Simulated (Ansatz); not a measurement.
Born–Oppenheimer molecular dynamics of C$_{2}$H$_{5}$BrOSi (10 atoms, charge 0, multiplicity 1). It starts at the highest image of a converged band. Of that band: Neighbouring images differ by up to 1.3 eV, so the band resolves the path poorly. A vibrational analysis at the climbing image gives one clearly imaginary mode, 1472i cm⁻¹: a first-order saddle point.

The calculation used RHF/def2-SVP in Ansatz 0.2.0.

| Property | Result |
| --- | --- |
| ensemble | NVE (velocity Verlet) |
| time step | 0.5 fs |
| steps asked | 200 |
| starting velocities drawn for | 100 K |
| seed | 5955 |

Frames 5 fs apart, positions in Å.

Velocities at 5.0 fs (Å/ps):

```
Si -1.61 -1.27 1.17
O 2.12 -0.06 2.16
C -0.54 0.29 1.01
C -0.86 0.37 0.97
Br 0.26 0.18 -1.18
H 0.52 3.84 1.45
H -0.17 8.84 4.11
H -2.05 -1.87 3.18
H -1.02 -2.85 -12.51
H 9.96 6.46 7.18
```

```xyz
10
Properties=species:S:1:pos:R:3 time_fs=5.0 energy_less_start_eV=0.054 T=48
Si -1.166 -0.971 1.178
O -0.367 -0.300 -0.152
C 0.486 0.692 -0.042
C 1.090 1.127 -1.206
Br 0.670 0.550 -2.972
H -0.151 -1.552 2.084
H -1.874 0.087 1.885
H -2.077 -2.002 0.658
H 1.716 0.380 -0.257
H 1.817 1.927 -1.093
10
Properties=species:S:1:pos:R:3 time_fs=10.0 energy_less_start_eV=-0.032 T=131
Si -1.171 -0.976 1.184
O -0.364 -0.307 -0.142
C 0.486 0.700 -0.035
C 1.093 1.127 -1.192
Br 0.672 0.551 -2.978
H -0.158 -1.549 2.089
H -1.895 0.127 1.904
H -2.086 -2.008 0.669
H 1.728 0.374 -0.366
H 1.801 1.937 -1.123
10
Properties=species:S:1:pos:R:3 time_fs=15.0 energy_less_start_eV=-0.548 T=631
Si -1.175 -0.975 1.191
O -0.367 -0.317 -0.136
C 0.469 0.715 -0.011
C 1.112 1.112 -1.175
Br 0.674 0.553 -2.983
H -0.178 -1.577 2.098
H -1.911 0.088 1.876
H -2.092 -2.001 0.669
H 1.823 0.376 -0.657
H 1.719 2.018 -1.221
10
Properties=species:S:1:pos:R:3 time_fs=20.0 energy_less_start_eV=-1.075 T=1138
Si -1.176 -0.974 1.199
O -0.360 -0.313 -0.135
C 0.409 0.719 0.043
C 1.164 1.086 -1.176
Br 0.675 0.554 -2.987
H -0.207 -1.614 2.107
H -1.955 0.070 1.863
H -2.090 -1.989 0.650
H 2.050 0.398 -1.136
H 1.515 2.113 -1.255
10
Properties=species:S:1:pos:R:3 time_fs=25.0 energy_less_start_eV=-0.585 T=666
Si -1.180 -0.976 1.209
O -0.349 -0.301 -0.137
C 0.341 0.717 0.094
C 1.247 1.046 -1.190
Br 0.673 0.556 -2.993
H -0.223 -1.630 2.109
H -1.995 0.087 1.871
H -2.076 -1.982 0.613
H 2.221 0.616 -1.410
H 1.248 2.153 -1.204
10
Properties=species:S:1:pos:R:3 time_fs=30.0 energy_less_start_eV=-0.480 T=563
Si -1.191 -0.979 1.219
O -0.351 -0.307 -0.134
C 0.325 0.727 0.107
C 1.311 1.028 -1.197
Br 0.669 0.556 -3.000
H -0.210 -1.617 2.111
H -1.962 0.065 1.857
H -2.053 -1.982 0.576
H 2.425 0.911 -1.235
H 1.109 2.084 -1.170
10
Properties=species:S:1:pos:R:3 time_fs=35.0 energy_less_start_eV=-0.519 T=601
Si -1.203 -0.984 1.223
O -0.363 -0.322 -0.123
C 0.369 0.732 0.072
C 1.343 1.039 -1.178
Br 0.664 0.555 -3.005
H -0.193 -1.582 2.113
H -1.955 0.097 1.889
H -2.042 -2.000 0.571
H 2.408 1.088 -0.874
H 1.099 2.114 -1.228
10
Properties=species:S:1:pos:R:3 time_fs=40.0 energy_less_start_eV=-0.649 T=727
Si -1.215 -0.989 1.224
O -0.366 -0.324 -0.108
C 0.443 0.711 0.000
C 1.318 1.090 -1.129
Br 0.662 0.553 -3.008
H -0.195 -1.554 2.123
H -1.959 0.101 1.919
H -2.062 -2.027 0.618
H 2.308 1.015 -0.659
H 1.172 2.143 -1.299
10
Properties=species:S:1:pos:R:3 time_fs=45.0 energy_less_start_eV=-0.647 T=726
Si -1.223 -0.989 1.224
O -0.349 -0.304 -0.101
C 0.498 0.666 -0.055
C 1.254 1.153 -1.084
Br 0.663 0.550 -3.008
H -0.217 -1.552 2.144
H -1.968 0.046 1.906
H -2.099 -2.041 0.690
H 2.268 0.771 -0.745
H 1.275 2.232 -1.262
10
Properties=species:S:1:pos:R:3 time_fs=50.0 energy_less_start_eV=-0.662 T=739
Si -1.225 -0.988 1.223
O -0.330 -0.284 -0.109
C 0.513 0.614 -0.028
C 1.213 1.211 -1.094
Br 0.666 0.546 -3.007
H -0.246 -1.568 2.154
H -2.034 0.064 1.896
H -2.125 -2.033 0.721
H 2.100 0.584 -1.089
H 1.373 2.278 -1.082
10
Properties=species:S:1:pos:R:3 time_fs=55.0 energy_less_start_eV=-0.511 T=593
Si -1.222 -0.983 1.221
O -0.340 -0.292 -0.130
C 0.541 0.602 0.066
C 1.178 1.232 -1.152
Br 0.668 0.544 -3.005
H -0.259 -1.581 2.154
H -2.053 0.078 1.831
H -2.121 -2.011 0.672
H 2.044 0.587 -1.335
H 1.455 2.281 -0.918
10
Properties=species:S:1:pos:R:3 time_fs=60.0 energy_less_start_eV=-0.557 T=639
Si -1.217 -0.975 1.215
O -0.363 -0.308 -0.148
C 0.577 0.610 0.155
C 1.151 1.205 -1.203
Br 0.667 0.545 -3.003
H -0.259 -1.576 2.159
H -2.026 0.098 1.760
H -2.084 -1.987 0.583
H 2.157 0.770 -1.247
H 1.428 2.225 -1.004
```

Of the whole run (100 fs, mean temperature of the second half 691 K): The conserved energy stayed within 0.16 meV per atom of its start (net change 0.044 meV per atom), so the integration is sound. The kinetic energy rose, since the run started high on the potential surface and went downhill. A run of 0.1 ps of so small a system gives no equilibrium averages. The orbitals stay closed-shell, which can raise the energy where a bond breaks towards radicals; this wasn't checked here.

Run time: 7.5 min on 2 threads of AMD EPYC 7R13 Processor (Zen 3), on a shared host, peak memory 0.3 GiB.
